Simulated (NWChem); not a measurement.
Program: NWChem. System: HClSSn, charge 0, spin multiplicity 1, at a geometry optimised with B3LYP/def2-SVP with def2 effective core potentials on Sn. The structure started from a generated list of species. Level: G0W0@PBE/def2-TZVPD with def2 effective core potentials on Sn, RI basis def2-tzvpd-rifit, no spin-orbit coupling.

NWChem printed:

```
             Northwest Computational Chemistry Package (NWChem) 7.3.0
             --------------------------------------------------------

                                NWChem Input Module
                                -------------------

 Scaling coordinates for geometry "geometry" by  1.889725989
 (inverse scale =  0.529177249)

 Turning off AUTOSYM since
 SYMMETRY directive was detected!

                             Geometry "geometry" -> ""
                             -------------------------

 Output coordinates in angstroms (scale by  1.889725989 to convert to a.u.)

  No.       Tag          Charge          X              Y              Z
 ---- ---------------- ---------- -------------- -------------- --------------
    1 Sn                  50.0000    -0.64757500    -0.07986800     0.00000000
    2 Cl                  17.0000     1.12719600    -1.71406300     0.00000000
    3 S                   16.0000     0.83896100     1.89816500     0.00000000
    4 H                    1.0000    -0.20693500     2.76183000     0.00000000

 Effective nuclear repulsion energy (a.u.)     414.6240028580

            Nuclear Dipole moment (a.u.)
            ----------------------------
        X                 Y               Z
 ---------------- ---------------- ----------------
     0.0000434637    -0.0000018897     0.0000000000

      Symmetry information
      --------------------

 Group name             Cs
 Group number              2
 Group order               2
 No. of unique centers     4

      Symmetry unique atoms

     1    2    3    4


 Summary of "ao basis" -> "" (spherical)
 ------------------------------------------------------------------------------
       Tag                 Description            Shells   Functions and Types
 ---------------- ------------------------------  ------  ---------------------
 *                         def2-tzvpd                 on all atoms

 Summary of "ri basis" -> "" (spherical)
 ------------------------------------------------------------------------------
       Tag                 Description            Shells   Functions and Types
 ---------------- ------------------------------  ------  ---------------------
 *                      def2-tzvpd-rifit              on all atoms

  pbe96 is a nonlocal functional; adding pw91lda local functional.

                                 NWChem DFT Module
                                 -----------------

 Summary of "ao basis" -> "ao basis" (spherical)
[...]
     6      0.443669  1 Sn s                 17      0.375759  1 Sn px
    20      0.356564  1 Sn px                 5      0.322748  1 Sn s
   122      0.287090  3 S  py                18      0.253931  1 Sn py
    11     -0.221436  1 Sn px               107     -0.220464  3 S  s
    14      0.216396  1 Sn px               119      0.216855  3 S  py

 center of mass
 --------------
 x =  -0.10492087 y =  -0.05982526 z =   0.00000000

 moments of inertia (a.u.)
 ------------------
         807.733492277007          40.897341697031           0.000000000000
          40.897341697031         413.696661310104           0.000000000000
           0.000000000000           0.000000000000        1221.430153587112

     Multipole analysis of the density
     ---------------------------------

     L   x y z        total         alpha         beta         nuclear
     -   - - -        -----         -----         ----         -------
     0   0 0 0     -0.000000    -28.000000    -28.000000     56.000000

     1   1 0 0     -1.289345    -17.777044    -17.777044     34.264744
     1   0 1 0      0.454341     -1.885829     -1.885829      4.226000
     1   0 0 1     -0.000000     -0.000000     -0.000000      0.000000

     2   2 0 0    -38.572769    -94.510835    -94.510835    150.448902
     2   1 1 0     -0.526309     11.877267     11.877267    -24.280843
     2   1 0 1     -0.000000     -0.000000     -0.000000      0.000000
     2   0 2 0    -39.838134   -225.902931   -225.902931    411.967728
     2   0 1 1     -0.000000     -0.000000     -0.000000      0.000000
     2   0 0 2    -37.071455    -18.535728    -18.535728      0.000000

 Task  times  cpu:       23.9s     wall:       23.9s

                                NWChem Input Module
                                -------------------

                                 NWChem GW Module
                                 ----------------

                             ***********************
                             ***        GW       ***
                             ***********************

 Summary of "ri basis" -> "ri basis" (spherical)
 ------------------------------------------------------------------------------
       Tag                 Description            Shells   Functions and Types
 ---------------- ------------------------------  ------  ---------------------
 Sn                     def2-tzvpd-rifit            42      200   10s9p9d7f4g3h
 Cl                     def2-tzvpd-rifit            33      129   10s8p7d6f2g
 S                      def2-tzvpd-rifit            33      129   10s8p7d6f2g
 H                      def2-tzvpd-rifit            10       24   5s3p2d

                 Memory Information
                 ------------------
          Available GA per process is          1699.8 MBs
          Available stack per process is        700.0 MBs
          Available heap per process is           0.0 MBs

          Peak memory in Initialization
              Peak GA per process is                 19.2 MBs
              Peak stack per process is               0.3 MBs
              Peak heap per process is               20.0 MBs
              Memory not in MA per process            0.0 MBs

          Peak memory in CDGW Calculation
              Peak GA per process is                 23.0 MBs
              Peak stack per process is               3.6 MBs
              Peak heap per process is                3.6 MBs
              Memory not in MA per process            0.0 MBs

          Computing 2-center integrals
          Computing Inverse Cholesky factor
          Computing 3-center integrals
          Computing Vxc

          Computing Sigma_x
          Computing W(iw) on the imaginary grid
          Solving quasiparticle equations

                  Alpha Orbitals
          State     Energy (eV)     Error (eV)
          -----------------------------------
@GW        25         -9.825           0.004
@GW        26         -9.979           0.008
@GW        27         -8.828           0.005
@GW        28         -8.947           0.002
@GW        29         -1.335           0.002
@GW        30          0.432           0.002

     GW Timing Statistics
   ------------------------
   Init.   :          0.1s
     ERIs  :          1.5s
     Distr.:          0.0s
     Vxc   :          0.2s
   Vmo     :          0.0s
   iW      :          2.9s
   I_n     :          0.0s
   R_n     :          0.4s
   GW total:          5.1s

 Task  times  cpu:        5.1s     wall:        5.1s

 Total times  cpu:       29.0s     wall:       29.0s
```

### Question
Write an NWChem input that would produce this output.

### Answer
One answer among several that fit: 
```
start mol
memory heap 200 mb stack 700 mb global 1700 mb
geometry units angstroms nocenter noautoz
  Sn    -0.647575    -0.079868     0.000000
  Cl     1.127196    -1.714063     0.000000
  S      0.838961     1.898165     0.000000
  H     -0.206935     2.761830     0.000000
  symmetry group Cs
end
basis spherical
  * library def2-tzvpd
end
ecp
  Sn library def2-ecp
end
basis "ri basis" bse spherical
  * library def2-tzvpd-rifit
end
dft
  xc xpbe96 cpbe96
  iterations 100
  direct
  tolerances tight
end
task dft energy
gw
  method cdgw
  states alpha occ 4 vir 2
end
task dft gw
```
